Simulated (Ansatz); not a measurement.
Consider the redistribution: `CB(N)O` + `O[SiH](F)O[SiH2]F` → `NB(O)[SiH2]F` + `CO[SiH](O)F`.

Gas-phase electronic energies from Ansatz, PBE0-D4/def2-TZVP geometries. CCSD(T)/CBS is the MP2 limit (def2-TZVPP, def2-QZVPP) plus CCSD(T) − MP2 in def2-TZVPP, frozen cores. This one scheme is used for every species. One conformer a species, not always the lowest.

```tsv
species	CCSD(T)/CBS(def2) energy (Eh)
`CB(N)O`	-196.45123
`O[SiH](F)O[SiH2]F`	-930.79509
`NB(O)[SiH2]F`	-546.70564
`CO[SiH](O)F`	-580.44380
```

Work out ΔE.

ΔE = (-546.70564) + (-580.44380) − (-196.45123) − (-930.79509) = 0.09688 Eh = +254.4 kJ/mol.

Largest T1 diagnostic among the species: 0.013.

From PBE to PBE0 (25 % exact exchange), in def2-TZVPP and without D4, ΔE moves by +13.2 kJ/mol. In def2-TZVPP, CCSD(T) changes the Hartree–Fock value by −14.9 kJ/mol (the triples alone add −3.4 kJ/mol) and MP2 by −3.3 kJ/mol.
